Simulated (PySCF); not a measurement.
BrOSn, multiplicity 2. Atoms are numbered in the order given.

```xyz
3

Sn     0.3038     0.9012     0.0000
O     -1.6158     1.3384     0.0000
Br    -0.0647    -1.5933     0.0000
```
Charge 0, spin multiplicity 2.

Coordinates come from a r2SCAN-D4/def2-TZVP optimisation. The def2 effective core potentials stand for the cores of Sn; spin–orbit coupling is left out.

The numbers are results of CAM-B3LYP/def2-TZVPD in PySCF, not measurements.

```
Quantity                                                                                                        Result
---------------------------------------------------------------------------------------------  -----------------------
total energy                                                                                       -2863.80787 hartree
point group                                                                                                         Cs
α spin, highest occupied and lowest empty level                                                     -9.24 and -1.98 eV
β spin, highest occupied and lowest empty level                                                     -9.17 and -3.26 eV
dipole moment                                                                                                   3.29 D
quadrupole, principal values (traceless, Buckingham form, about the centre of nuclear charge)    -8.99, 3.62, 5.37 D·Å
mean static polarisability                                                                       68.2 bohr³ (10.10 Å³)
polarisability, principal values                                                                51.3, 64.4, 88.8 bohr³
⟨S²⟩                                                                                           0.758 (pure state 0.75)
```
